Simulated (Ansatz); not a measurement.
`C[N](C)[Zn][Cl]` and `C[N](C)[Zn][Br]` differ in one element.

Ansatz, PBE0-D4/def2-TZVP geometries, multiplicity 1. Each molecule was computed in one conformer, which needn't be the lowest.

Scalar relativity is left out up to krypton.

```json
{"property": "HOMO energy (B3LYP/def2-TZVPP) / eV", "`C[N](C)[Zn][Cl]`": "-5.88"}
{"property": "size of the dipole moment (ωB97M-V/def2-TZVPP) / D", "`C[N](C)[Zn][Cl]`": "2.01"}
{"property": "HOMO energy (ωB97M-V/def2-TZVPP) / eV", "`C[N](C)[Zn][Cl]`": "-8.36"}
{"property": "size of the dipole moment (PBE/def2-TZVPP) / D", "`C[N](C)[Zn][Cl]`": "2.07"}
{"property": "LUMO energy (ωB97M-V/def2-TZVPP) / eV", "`C[N](C)[Zn][Cl]`": "0.83"}
{"property": "HOMO–LUMO gap (B3LYP/def2-TZVPP) / eV", "`C[N](C)[Zn][Cl]`": "4.74"}
```

Q: Give the same properties after the change, and the shifts. (Best estimate.)

A: The calculation gave: 
```tsv
property	`C[N](C)[Zn][Br]`	shift
HOMO energy (B3LYP/def2-TZVPP) / eV	-5.87	0.01
size of the dipole moment (ωB97M-V/def2-TZVPP) / D	1.90	-0.11
HOMO energy (ωB97M-V/def2-TZVPP) / eV	-8.34	0.02
size of the dipole moment (PBE/def2-TZVPP) / D	1.90	-0.17
LUMO energy (ωB97M-V/def2-TZVPP) / eV	0.74	-0.09
HOMO–LUMO gap (B3LYP/def2-TZVPP) / eV	4.64	-0.10
```

Dipoles are sizes alone; their direction can turn.

B3LYP here is the variant with VWN-RPA as its local correlation; programs differ in this.

Spin–orbit coupling is left out; it splits and shifts lone-pair levels of the heavy atoms by tenths of an eV.
